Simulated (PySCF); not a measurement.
A species of formula C8H12Si has this rotational fingerprint, computed with PySCF, PBE0-D3(BJ)/def2-SVP geometry optimisation, gas phase:

* Rotational constants: A = 1582, B = 955.6, C = 954.8 MHz
* Dipole components: |μa| = 0.00 D, |μb| = 0.04 D, |μc| = 0.04 D
* Inertial defect: -318.95 u·Å²
* κ: -1.00

Question: Which structure is it? (One computed conformer of each.)
A. `[SiH3:1][CH2:2][C:3]1=[CH:4][CH:5]=[CH:6][C:7]12[CH2:8][CH2:9]2` with Si1–C2–C3–C4 79°
B. `[CH2:1]=[CH:2]/[CH:3]=[CH:4]/[CH:5]=[CH:6]/[CH:7]=[CH:8]/[SiH3:9]` with C1–C2–C3–C4 180°, C3–C4–C5–C6 180°, C5–C6–C7–C8 180°
C. `[SiH3:1][CH2:2][C@H:3]1[C@H:4]2[CH:5]=[CH:6][C@@H:7]1[CH:8]=[CH:9]2` with Si1–C2–C3–C4 64°
D. Si(vinyl)4, `C([Si](C=C)(C=C)C=C)=C`

Answer: D. It is C=C[Si](C=C)(C=C)C=C, point group C1. The candidates at the same level (rigid rotor, commonest isotopes):

| SMILES | A (MHz) | B (MHz) | C (MHz) | μa (D) | μb (D) | μc (D) | Δ (u·Å²) | point group | rotor |
| --- | --- | --- | --- | --- | --- | --- | --- | --- | --- |
| [SiH3]CC1=CC=CC12CC2 | 2117 | 1082 | 831.4 | 0.26 | 1.10 | 0.53 | -98.08 | C1 | asymmetric top |
| [SiH3]C[C@H]1[C@H]2C=C[C@@H]1C=C2 | 2898 | 936.3 | 906.0 | 0.69 | 0.40 | 0.30 | -156.33 | C1 | near-prolate asymmetric top |
| C=C[Si](C=C)(C=C)C=C | 1582 | 955.6 | 954.8 | 0.00 | 0.04 | 0.04 | -318.95 | C1 | – |
| C=C/C=C/C=C/C=C/[SiH3] | 13176 | 290.9 | 285.6 | 1.46 | 0.19 | 0.00 | -5.85 | Cs | near-prolate asymmetric top |

`[SiH3]CC1=CC=CC12CC2` has A 34 % too high; `C=C/C=C/C=C/C=C/[SiH3]` has A 733 % too high; `[SiH3]C[C@H]1[C@H]2C=C[C@@H]1C=C2` has A 83 % too high. No structure here is proved a minimum.
